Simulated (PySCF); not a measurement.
Species: C₈H₇ (charge +1).
SMILES with atom numbers: `[CH:1]#[C:2][C:3]1([c:4]2[cH:5][cH+:6]2)[CH2:7][CH2:8]1` (hydrogens: H9 on C1; H10 on C5; H11 on C6; H12, H13 on C7; H14, H15 on C8)

The same species was optimised twice, with GFN2-xTB and with PBE0-D3(BJ)/def2-SVP (PySCF), and the same property calculations (PySCF, gas phase) were run on both structures.

```json
{"coordinate": "C3–C4 (Å)", "GFN2-xTB": "1.393", "PBE0-D3(BJ)/def2-SVP": "1.421", "change": "+0.028"}
{"coordinate": "C4–C5 (Å)", "GFN2-xTB": "1.408", "PBE0-D3(BJ)/def2-SVP": "1.382", "change": "-0.026"}
{"coordinate": "C4–C6 (Å)", "GFN2-xTB": "1.407", "PBE0-D3(BJ)/def2-SVP": "1.384", "change": "-0.023"}
{"coordinate": "C1≡C2 (Å)", "GFN2-xTB": "1.198", "PBE0-D3(BJ)/def2-SVP": "1.209", "change": "+0.011"}
{"coordinate": "C2–C3 (Å)", "GFN2-xTB": "1.435", "PBE0-D3(BJ)/def2-SVP": "1.438", "change": "+0.003"}
{"coordinate": "C5–C6 (Å)", "GFN2-xTB": "1.352", "PBE0-D3(BJ)/def2-SVP": "1.349", "change": "-0.003"}
{"coordinate": "C7–C8 (Å)", "GFN2-xTB": "1.457", "PBE0-D3(BJ)/def2-SVP": "1.454", "change": "-0.003"}
{"coordinate": "C3–C8 (Å)", "GFN2-xTB": "1.561", "PBE0-D3(BJ)/def2-SVP": "1.561", "change": "0.000"}
{"coordinate": "C3–C7 (Å)", "GFN2-xTB": "1.562", "PBE0-D3(BJ)/def2-SVP": "1.562", "change": "0.000"}
{"coordinate": "C1–C2–C3 (°)", "GFN2-xTB": "178.1", "PBE0-D3(BJ)/def2-SVP": "179.9", "change": "+1.8"}
{"coordinate": "C2–C3–C7 (°)", "GFN2-xTB": "117.8", "PBE0-D3(BJ)/def2-SVP": "119.5", "change": "+1.7"}
{"coordinate": "C2–C3–C8 (°)", "GFN2-xTB": "117.7", "PBE0-D3(BJ)/def2-SVP": "119.5", "change": "+1.8"}
{"coordinate": "C3–C4–C5 (°)", "GFN2-xTB": "151.1", "PBE0-D3(BJ)/def2-SVP": "149.7", "change": "-1.4"}
{"coordinate": "C4–C3–C7 (°)", "GFN2-xTB": "116.4", "PBE0-D3(BJ)/def2-SVP": "115.3", "change": "-1.1"}
{"coordinate": "C5–C4–C6 (°)", "GFN2-xTB": "57.4", "PBE0-D3(BJ)/def2-SVP": "58.4", "change": "+1.0"}
{"coordinate": "C4–C3–C8 (°)", "GFN2-xTB": "116.6", "PBE0-D3(BJ)/def2-SVP": "115.6", "change": "-1.0"}
{"coordinate": "C2–C3–C4 (°)", "GFN2-xTB": "118.0", "PBE0-D3(BJ)/def2-SVP": "117.1", "change": "-0.9"}
{"coordinate": "C2–C3–C4–C5 (°)", "GFN2-xTB": "1", "PBE0-D3(BJ)/def2-SVP": "0", "change": "-1"}
```

Rotational constants: A = 3173, B = 1888, C = 1300 MHz (GFN2-xTB) against A = 3090, B = 1913, C = 1298 MHz (PBE0-D3(BJ)/def2-SVP). Point groups within 0.08 Å: Cs and Cs. Atoms that the bonding makes alike are paired by their places after alignment.

On the GFN2-xTB structure: lowest singlet, TDDFT (eV) 4.14 [PBE0/def2-SVPD]; isotropic polarisability (au) 79.8 [PBE0/def2-SVPD]; HOMO (eV) -11.68 [PBE0/def2-SVPD]; LUMO (eV) -6.63 [PBE0/def2-SVPD]; HOMO (eV) -11.69 [PBE0/pcSseg-1]; LUMO (eV) -6.63 [PBE0/pcSseg-1]; GIAO shielding of C1 (ppm) 101.2 [PBE0/pcSseg-1]; GIAO shielding of C2 (ppm) 109.0 [PBE0/pcSseg-1]; GIAO shielding of C3 (ppm) 165.4 [PBE0/pcSseg-1]; GIAO shielding of C4 (ppm) -8.7 [PBE0/pcSseg-1]; GIAO shielding of C5 (ppm) 14.1 [PBE0/pcSseg-1]; GIAO shielding of C6 (ppm) 20.5 [PBE0/pcSseg-1]; GIAO shielding of C7/C8 (mean) (ppm) 137.4 [PBE0/pcSseg-1].

Question: What do these properties become on the PBE0-D3(BJ)/def2-SVP structure?

Answer: 
```tsv
property	level	on GFN2-xTB	on PBE0-D3(BJ)/def2-SVP	change
lowest singlet, TDDFT (eV)	PBE0/def2-SVPD	4.14	4.05	-0.09
isotropic polarisability (au)	PBE0/def2-SVPD	79.8	80.5	+0.7
HOMO (eV)	PBE0/def2-SVPD	-11.68	-11.60	+0.08
LUMO (eV)	PBE0/def2-SVPD	-6.63	-6.64	-0.01
energy, GFN2-xTB geometry as zero (kcal/mol)	PBE0/def2-SVPD	0.0	-2.2	-2.2
HOMO (eV)	PBE0/pcSseg-1	-11.69	-11.60	+0.09
LUMO (eV)	PBE0/pcSseg-1	-6.63	-6.63	0.00
energy, GFN2-xTB geometry as zero (kcal/mol)	PBE0/pcSseg-1	0.0	-1.5	-1.5
GIAO shielding of C1 (ppm)	PBE0/pcSseg-1	101.2	98.8	-2.4
GIAO shielding of C2 (ppm)	PBE0/pcSseg-1	109.0	108.7	-0.3
GIAO shielding of C3 (ppm)	PBE0/pcSseg-1	165.4	164.3	-1.1
GIAO shielding of C4 (ppm)	PBE0/pcSseg-1	-8.7	-6.6	+2.1
GIAO shielding of C5 (ppm)	PBE0/pcSseg-1	14.1	13.7	-0.4
GIAO shielding of C6 (ppm)	PBE0/pcSseg-1	20.5	20.0	-0.5
GIAO shielding of C7/C8 (mean) (ppm)	PBE0/pcSseg-1	137.4	139.5	+2.1
```

The heavy atoms differ by 0.028 Å rms after alignment (one structure mirrored). Among bonds between heavy atoms C3–C4 changes most (+0.028 Å). Changes are differences of the printed values. Neither structure is proved a minimum here. Geometry: PBE0-D3(BJ)/def2-SVP, one conformer, isolated ion.

The values belong to the conformer `[CH:1]#[C:2][C:3]1([c:4]2[cH:5][cH+:6]2)[CH2:7][CH2:8]1`: C2–C3–C4–C5 0°.
